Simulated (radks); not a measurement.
Task: Successive ionisation energies (eV) of one element, from differences of total energies of ions in their ground configurations, starting at charge 0: 12.559, 22.778, 34.017, 46.075, 58.778, 88.435. All-electron calculation, Dirac Kohn-Sham, PBEsol, spin-unpolarised, spherical densities, point nucleus; open shells are shared between the two j in proportion to 2j + 1. Program: a radial shooting solver on a logarithmic mesh with Libxc functionals. Which element is it?

Result: Bromine (Z = 35). The first species listed is Br in [Ar] 3d10 4s2 4p5, the last Br5+ in [Ar] 3d10 4s2.
